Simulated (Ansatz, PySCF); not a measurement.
Hf(Cl)3(SH) (Cl3HHfS), SMILES [Cl][Hf]([Cl])([SH])[Cl], multiplicity 1. Atoms are numbered in the order given.

```xyz
6

Hf     0.1226    -0.0107    -0.1083
Cl     1.5478    -1.0193    -1.6764
Cl     1.2202     0.0665     1.9644
Cl    -0.6424     2.0880    -0.8019
S     -1.8715    -1.3795     0.1208
H     -1.1495    -2.4631     0.5084
```
Charge 0, spin multiplicity 1.

Geometry optimised at B3LYP-D3(BJ)/def2-SVP. The spin state was assumed, not searched. The def2 effective core potentials stand for the cores of Hf; spin–orbit coupling is left out. Other conformers were not sampled.

Two levels are set side by side: PBE-D3(BJ)/def2-SVP (Ansatz, a first-principles code) and B3LYP-D3(BJ)/def2-SVP (Ansatz). Each level has its own optimised geometry; the coordinates shown are those of the second. Frequencies come from the Hessian of PySCF at each geometry. Differences are taken from unrounded values.

```json
[
 {"quantity": "mean bond length (Å)", "B3LYP-D3(BJ)": "2.164"},
 {"quantity": "bond Hf1–Cl2 (Å)", "B3LYP-D3(BJ)": "2.347"},
 {"quantity": "bond Hf1–Cl3 (Å)", "B3LYP-D3(BJ)": "2.347"},
 {"quantity": "bond Hf1–Cl4 (Å)", "B3LYP-D3(BJ)": "2.339"},
 {"quantity": "bond Hf1–S5 (Å)", "B3LYP-D3(BJ)": "2.430"},
 {"quantity": "bond S5–H6 (Å)", "B3LYP-D3(BJ)": "1.359"},
 {"quantity": "highest harmonic wavenumber (cm⁻¹)", "B3LYP-D3(BJ)": "2638"},
 {"quantity": "mean harmonic wavenumber (cm⁻¹)", "B3LYP-D3(BJ)": "438"},
 {"quantity": "zero-point energy (kcal/mol)", "B3LYP-D3(BJ)": "7.52"}
]
```

Problem. What does PBE-D3(BJ) give, and how far is it from B3LYP-D3(BJ)? (The exact figures need the calculation; the answer reports its results.)

Solution. 
```tsv
quantity	PBE-D3(BJ)	PBE-D3(BJ) minus B3LYP-D3(BJ)
mean bond length (Å)	2.165	0.000
bond Hf1–Cl2 (Å)	2.345	-0.002
bond Hf1–Cl3 (Å)	2.345	-0.002
bond Hf1–Cl4 (Å)	2.338	-0.001
bond Hf1–S5 (Å)	2.427	-0.003
bond S5–H6 (Å)	1.368	0.009
highest harmonic wavenumber (cm⁻¹)	2586	-52
mean harmonic wavenumber (cm⁻¹)	428	-10
zero-point energy (kcal/mol)	7.35	-0.17
```
